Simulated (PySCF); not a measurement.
**From a computed spectrum to the compound**

A species of 7 atoms with charge -1 has these harmonic modes (B3LYP, small Gaussian bases with core potentials, PySCF 2.14.0):

```tsv
cm⁻¹	km/mol	symmetry
66	1.8	a'
114	0.6	a''
157	3.6	a'
207	34.3	a'
224	0.2	a''
234	54.9	a'
279	64.1	a'
292	0.6	a'
293	0.4	a''
307	13.2	a'
325	5.5	a'
349	3.2	a''
911	98.5	a'
913	165.1	a''
939	36.4	a'
```

(1) Which species is it, and in which structure?

## Answers

(1) [OsO3Cl3]− (singlet):
```xyz
7

Os    0.1887    0.0310    0.0000
O    -0.1719    0.3265    1.6702
O    -0.1719    0.3265   -1.6702
O     1.8830   -0.2693    0.0000
Cl    0.4157    2.4853    0.0000
Cl   -2.2892   -0.4167    0.0000
Cl    0.1335   -2.4141    0.0000
```
Ideal gas at 298.15 K and 1 bar: S = 410.4 J/(mol K), Cp = 127.8 J/(mol K), H − H(0 K) = 26.6 kJ/mol (rigid rotor, harmonic modes, spin degeneracy alone). 
 Other answers can fit too; this one was computed.
